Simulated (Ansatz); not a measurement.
PbF₄, relaxed as a singlet with RKS PBE-D4/def2-SVP in Ansatz, starting from the GFN2-xTB geometry. Force threshold 0.02 eV/Å.

In the def2 sets Pb takes a core potential; there is no spin–orbit coupling.

Start:

```xyz
5

Pb    0.000    0.000    0.000
F    -0.951    1.528    0.499
F    -1.196   -1.329   -0.541
F     0.999   -0.615    1.454
F     1.149    0.417   -1.413
```

```json
{"step": "1", "energy (eV)": "-16096.1171", "largest force component (eV/Å)": "5.420", "SCF passes": "22"}
{"step": "2", "energy (eV)": "-16097.6968", "largest force component (eV/Å)": "0.240", "SCF passes": "29"}
{"step": "3", "energy (eV)": "-16097.7023", "largest force component (eV/Å)": "0.025", "SCF passes": "24"}
{"step": "4", "energy (eV)": "-16097.7023", "largest force component (eV/Å)": "0.000", "SCF passes": "19"}
```

Force components are those of the run's own axes.

End:

```xyz
5

Pb    0.0000    0.0000    0.0000
F    -1.0380    1.6671    0.5452
F    -1.3050   -1.4501   -0.5902
F     1.0894   -0.6712    1.5865
F     1.2537    0.4542   -1.5415
```

By distances, no bond broke or formed. The bond that changes most is Pb1–F3, from 1.87 to 2.04 Å (atoms count from 1).

No frequencies were taken in this run, so the end may be a saddle point.

Run time 4.8 s (2 threads of Arm Neoverse V2 on a shared host).
